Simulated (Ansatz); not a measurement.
Calculation: Ansatz (a quantum-chemistry and plane-wave program) with r2SCAN-D4/def2-SVP. No frequencies were computed at this level.

Ansatz 0.2 input:
```yaml
crystal:
  periodic: [false, false, false]
  atoms:
    - { symbol: W, position_ang: [-0.032754, -0.073259, -0.085005] }
    - { symbol: N, position_ang: [-0.719341, 1.844651, -0.264412] }
    - { symbol: H, position_ang: [-1.551791, 2.1605, -0.768406] }
    - { symbol: H, position_ang: [-0.302362, 2.691398, 0.130532] }
    - { symbol: N, position_ang: [1.53252, 0.594953, 1.048624] }
    - { symbol: H, position_ang: [1.55836, 0.705714, 2.065402] }
    - { symbol: H, position_ang: [2.455007, 0.890142, 0.718685] }
    - { symbol: N, position_ang: [-1.59936, -0.740468, -1.217546] }
    - { symbol: H, position_ang: [-2.519688, -1.04074, -0.885872] }
    - { symbol: H, position_ang: [-1.630359, -0.840918, -2.235187] }
    - { symbol: N, position_ang: [1.088114, 0.168991, -1.778088] }
    - { symbol: H, position_ang: [1.154046, 1.005444, -2.363402] }
    - { symbol: H, position_ang: [1.703026, -0.520531, -2.217833] }
    - { symbol: N, position_ang: [0.653036, -1.99136, 0.095001] }
    - { symbol: H, position_ang: [0.236842, -2.837468, -0.302096] }
    - { symbol: H, position_ang: [1.484325, -2.307951, 0.600308] }
    - { symbol: N, position_ang: [-1.154884, -0.316719, 1.607344] }
    - { symbol: H, position_ang: [-1.767281, 0.373527, 2.049493] }
    - { symbol: H, position_ang: [-1.221992, -1.154193, 2.191197] }
basis:
  gaussian: { orbitals: def2-svp }
hamiltonian:
  xc: r2scan
  dispersion: d4
relax:
  max_steps: 150
```

Output:

```
Functional definition: r2SCAN
2035 factors; their error is unknown
mean field evaluation 1: about -10914.4827 eV, gradient 1.4e2 eV
mean field evaluation 2: about -10730.7898 eV, gradient 2.9e2 eV
mean field evaluation 4: about -10951.3430 eV, gradient 3.1e1 eV
mean field evaluation 8: about -10953.5989 eV, gradient 2.3e-1 eV
mean field evaluation 16: about -10953.4964 eV, gradient 2.2e-3 eV
mean field -10953.49640541 eV, -402.5335683522 hartree, gradient 1.3e-5 eV, S^2 0.000000; 0 other end points of the search recorded, 0 dependent functions left out
reference -10953.49643530 eV, -402.5335694507 hartree; 34, 34 occupied and 142, 142 virtual orbitals, 2035 factors
relax step   1: F+E_penalty+E_count = -10953.63574350 eV  Δ(F+E_penalty+E_count) = +0.000e0 eV  max|allowed force component| = 3.770e-1 eV/Å  Δτ_max = 0.0000 Å  (33 SCF iters, accepted)
these checks for a lower state are left out or cut short: starts, cluster_reference, orbital_swaps, neighbouring_geometries, increment
2035 factors; their error is unknown
mean field -10953.63999531 eV, -402.5388451837 hartree, gradient 2.3e-5 eV, S^2 0.000000; 0 other end points of the search recorded, 0 dependent functions left out
reference -10953.64002495 eV, -402.5388462729 hartree; 34, 34 occupied and 142, 142 virtual orbitals, 2035 factors
relax step   2: F+E_penalty+E_count = -10953.78288854 eV  Δ(F+E_penalty+E_count) = -1.471e-1 eV  max|allowed force component| = 7.571e-1 eV/Å  Δτ_max = 0.0767 Å  (37 SCF iters, accepted)
these checks for a lower state are left out or cut short: starts, cluster_reference, orbital_swaps, neighbouring_geometries, increment
2035 factors; their error is unknown
mean field evaluation 32: about -10953.4645 eV, gradient 6.3e-3 eV
mean field -10953.39887915 eV, -402.5299843285 hartree, gradient 2.1e-5 eV, S^2 0.000000; 0 other end points of the search recorded, 0 dependent functions left out
reference -10953.39890880 eV, -402.5299854180 hartree; 34, 34 occupied and 142, 142 virtual orbitals, 2035 factors
relax step   3: F+E_penalty+E_count = -10953.54141556 eV  Δ(F+E_penalty+E_count) = +2.415e-1 eV  max|allowed force component| = 1.509e0 eV/Å  Δτ_max = 0.0658 Å  (39 SCF iters, rejected (line search))
these checks for a lower state are left out or cut short: starts, cluster_reference, orbital_swaps, neighbouring_geometries, increment
2035 factors; their error is unknown
mean field -10953.68315172 eV, -402.5404311527 hartree, gradient 1.6e-5 eV, S^2 0.000000; 0 other end points of the search recorded, 0 dependent functions left out
reference -10953.68318143 eV, -402.5404322442 hartree; 34, 34 occupied and 142, 142 virtual orbitals, 2035 factors
relax step   4: F+E_penalty+E_count = -10953.82521798 eV  Δ(F+E_penalty+E_count) = -4.233e-2 eV  max|allowed force component| = 6.044e-2 eV/Å  Δτ_max = 0.0320 Å  (33 SCF iters, accepted)
these checks for a lower state are left out or cut short: starts, cluster_reference, orbital_swaps, neighbouring_geometries, increment
2035 factors; their error is unknown
mean field -10953.68330665 eV, -402.5404368461 hartree, gradient 2.3e-5 eV, S^2 0.000000; 0 other end points of the search recorded, 0 dependent functions left out
reference -10953.68333635 eV, -402.5404379378 hartree; 34, 34 occupied and 142, 142 virtual orbitals, 2035 factors
relax step   5: F+E_penalty+E_count = -10953.82536366 eV  Δ(F+E_penalty+E_count) = -1.457e-4 eV  max|allowed force component| = 4.010e-2 eV/Å  Δτ_max = 0.0162 Å  (34 SCF iters, accepted)
these checks for a lower state are left out or cut short: starts, cluster_reference, orbital_swaps, neighbouring_geometries, increment
2035 factors; their error is unknown
mean field -10953.67775596 eV, -402.5402328619 hartree, gradient 1.6e-5 eV, S^2 0.000000; 0 other end points of the search recorded, 0 dependent functions left out
reference -10953.67778567 eV, -402.5402339539 hartree; 34, 34 occupied and 142, 142 virtual orbitals, 2035 factors
relax step   6: F+E_penalty+E_count = -10953.81964298 eV  Δ(F+E_penalty+E_count) = +5.721e-3 eV  max|allowed force component| = 8.957e-2 eV/Å  Δτ_max = 0.0584 Å  (33 SCF iters, rejected (line search))
these checks for a lower state are left out or cut short: starts, cluster_reference, orbital_swaps, neighbouring_geometries, increment
2035 factors; their error is unknown
mean field evaluation 64: about -10953.6854 eV, gradient 2.2e-5 eV
mean field -10953.68538160 eV, -402.5405130990 hartree, gradient 2.3e-5 eV, S^2 0.000000; 0 other end points of the search recorded, 0 dependent functions left out
reference -10953.68541131 eV, -402.5405141910 hartree; 34, 34 occupied and 142, 142 virtual orbitals, 2035 factors
relax step   7: F+E_penalty+E_count = -10953.82741198 eV  Δ(F+E_penalty+E_count) = -2.048e-3 eV  max|allowed force component| = 1.805e-3 eV/Å  Δτ_max = 0.0195 Å  (32 SCF iters, accepted)
2035 factors; their error is unknown
mean field -10953.68538160 eV, -402.5405130990 hartree, gradient 2.9e-5 eV, S^2 0.000000; 1 other end points of the search recorded, 0 dependent functions left out
reference -10953.68541131 eV, -402.5405141910 hartree; 34, 34 occupied and 142, 142 virtual orbitals, 2035 factors
Total energy: -10953.82744170 eV, -402.5457337114 hartree
Atom 0 at    -0.033293    -0.073100    -0.084759 Å, force    -0.000105    -0.000025    -0.000088 eV/Å
Atom 1 at    -0.708053     1.812835    -0.261023 Å, force     0.000058    -0.000102    -0.000055 eV/Å
Atom 2 at    -1.543510     2.089016    -0.774282 Å, force    -0.000498    -0.000292    -0.000475 eV/Å
Atom 3 at    -0.264829     2.632153     0.151303 Å, force     0.000002    -0.000059    -0.001805 eV/Å
Atom 4 at     1.506845     0.583164     1.028947 Å, force    -0.000083    -0.000606     0.000367 eV/Å
Atom 5 at     1.496638     0.676310     2.043314 Å, force     0.000013    -0.001765     0.000280 eV/Å
Atom 6 at     2.411552     0.872555     0.660870 Å, force    -0.000185     0.000313     0.000786 eV/Å
Atom 7 at    -1.573525    -0.729126    -1.198514 Å, force     0.000247     0.000818    -0.000244 eV/Å
Atom 8 at    -2.478016    -1.019140    -0.830406 Å, force    -0.000482     0.001155    -0.000889 eV/Å
Atom 9 at    -1.563758    -0.820936    -2.213002 Å, force     0.000538     0.000035    -0.000309 eV/Å
Atom 10 at     1.069671     0.165055    -1.749045 Å, force     0.000133    -0.000275    -0.000147 eV/Å
Atom 11 at     1.110286     1.016870    -2.306243 Å, force    -0.000269     0.000561     0.000173 eV/Å
Atom 12 at     1.670768    -0.548564    -2.157923 Å, force    -0.001754     0.000459    -0.001017 eV/Å
Atom 13 at     0.641472    -1.959008     0.091605 Å, force     0.000841     0.000299     0.000681 eV/Å
Atom 14 at     0.197686    -2.778471    -0.319795 Å, force     0.000656    -0.000206     0.000155 eV/Å
Atom 15 at     1.477442    -2.235047     0.604139 Å, force    -0.001074     0.000354     0.001440 eV/Å
Atom 16 at    -1.136511    -0.311426     1.579333 Å, force     0.000364    -0.000866     0.000099 eV/Å
Atom 17 at    -1.737107     0.402366     1.988596 Å, force    -0.000078    -0.000423     0.000486 eV/Å
Atom 18 at    -1.178294    -1.163793     2.135625 Å, force     0.001676     0.000624     0.000560 eV/Å
Dipole moment:    -0.000170     0.000063    -0.000064 e Å
```

Cost: around 110 core-seconds (rough).
